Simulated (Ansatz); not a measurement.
**Ligand exchange through a proton shuttle**

Start structure (SiN₂H₉F, singlet), relaxed at PBE0-D4/def2-TZVP:

```
13
angstrom
Si 0.1298 0.2249 1.3348
H 1.2160 0.5731 0.3818
H -0.7997 -0.7074 0.6238
H -0.6285 1.4051 1.8019
N 0.8939 -0.4610 2.7235
H -0.8082 0.9807 -1.5888
F -1.0774 1.6894 -0.9864
H 0.6510 -0.4749 -2.2246
N -0.3040 -0.2622 -2.4871
H 0.3640 -0.5738 3.5727
H 1.5577 -1.2111 2.6189
H -0.3270 -0.1042 -3.4870
H -0.8677 -1.0787 -2.2836
```

The step: SiNH₅ ([NH2][SiH3]) + NH₃ + HF → SiNH₄F ([NH2][SiH2][F]) + NH₃ + H₂; bonds formed: Si1–F7, H2–H8, H6–N9; bonds broken: Si1–H2, H6–F7, H8–N9. Computed with Ansatz 0.2.0 (basis: def2-TZVPP and def2-QZVPP); correlated methods freeze the cores. Extrapolation: Hartree–Fock as exp(−7.88 √X), correlation as X^−2.97. Energies below are by CCSD(T) at an estimated basis limit (MP2 extrapolated from triple and quadruple zeta, plus CCSD(T) − MP2 in triple zeta).

What are the electronic barrier and the energy of the step, from the start structure to the end structure? (An estimate is asked for; the value comes from the calculation.)

The calculation gives: Barrier 20.97 kcal/mol; step energy -24.35 kcal/mol (downhill); reverse barrier, their difference, 45.32 kcal/mol. Barrier and step energy count from the start structure, the reverse barrier from the end structure.

The saddle point: One imaginary mode of 265i cm⁻¹.
```csv
pair,start (Å),saddle (Å),end (Å)
Si1–F7,3.00,1.82,1.61
H2–H8,2.87,1.54,0.75
H6–N9,1.61,1.10,1.01
Si1–H2,1.49,1.60,4.40
H6–F7,0.97,1.40,4.81
H8–N9,1.01,1.05,3.22
```

Zero-point energy (harmonic, PBE0-D4): ZPE is 62.73 kcal/mol at the start and 64.17 kcal/mol at the saddle, so the barrier goes from 20.97 to 22.41 kcal/mol.

T1 diagnostic: at most 0.011. The start structure is not quite a true minimum (one mode of 25i cm⁻¹).

Labels in which every atom is bracketed show which atoms are joined, not bond orders.

For scale, one of the runs: CCSD(T)/def2-TZVPP, 261 basis functions, launched by `ansatz run in.yaml --threads 8 --pin off --events-out ev --progress --plain --max-ram 19148MiB`. The run took 78 s on 8 CPU threads of an Arm Neoverse V2 (shared host), with 6.4 GiB of host memory at its peak.
